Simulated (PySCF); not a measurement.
**A parent and its derivatives**

Theory: TDDFT PBE0/def2-SVPD, vertical, gas phase, core orbitals frozen in the response in PySCF 2.14.0, density-fitted response routines. Geometries: GFN2-xTB; one conformer of each isolated species. Triplets are in the Tamm–Dancoff approximation. 'Strongest' means the level of largest summed f among the lowest 8 singlets; it needn't be the same kind of state in each.

Parent: `[SiH2]1C[SiH2][SiH]1C#N`, with lowest singlet excitation energy 5.15 eV, HOMO–LUMO gap 6.47 eV, S1–T1 gap 0.61 eV, energy of the strongest computed level 6.24 eV. Its spectrum: 5.15 eV (f 0.000); 5.78 eV (f 0.018); 5.87 eV (f 0.084); 6.03 eV (f 0.000); 6.24 eV (f 0.135).

(1) Order the derivatives by their lowest singlet excitation, lowest first, with the shift from the parent.
A. H on Si replaced by CHO: `N#C[Si]1(C=O)[SiH2]C[SiH2]1`
B. H on Si replaced by CN: `N#C[Si]1(C#N)[SiH2]C[SiH2]1`
C. H on Si replaced by OH: `N#C[Si]1(O)[SiH2]C[SiH2]1`

(1) A (shift -2.09 eV), C (shift -0.66 eV), B (shift -0.25 eV).

```json
{"change": "H on Si replaced by CN", "SMILES": "N#C[Si]1(C#N)[SiH2]C[SiH2]1", "Δ S1 (eV)": "-0.25", "Δ gap (eV)": "-0.25", "Δ S1−T1 (eV)": "-0.01", "Δ strongest (eV)": "-0.30"}
{"change": "H on Si replaced by OH", "SMILES": "N#C[Si]1(O)[SiH2]C[SiH2]1", "Δ S1 (eV)": "-0.66", "Δ gap (eV)": "-0.67", "Δ S1−T1 (eV)": "-0.04", "Δ strongest (eV)": "-0.13"}
{"change": "H on Si replaced by CHO", "SMILES": "N#C[Si]1(C=O)[SiH2]C[SiH2]1", "Δ S1 (eV)": "-2.09", "Δ gap (eV)": "-1.46", "Δ S1−T1 (eV)": "+0.06", "Δ strongest (eV)": "-1.25"}
```

S1 falls most with H on Si replaced by CHO (-2.09 eV); all changes lower it. S1 is simply the lowest singlet of each species and needn't be the same kind of state throughout.

Lowest levels of each derivative:
- `N#C[Si]1(C#N)[SiH2]C[SiH2]1`: 4.90 eV (f 0.000); 5.74 eV (f 0.022); 5.76 eV (f 0.075)
- `N#C[Si]1(O)[SiH2]C[SiH2]1`: 4.49 eV (f 0.004); 5.50 eV (f 0.013); 5.65 eV (f 0.019)
- `N#C[Si]1(C=O)[SiH2]C[SiH2]1`: 3.06 eV (f 0.001); 4.52 eV (f 0.015); 4.99 eV (f 0.187)
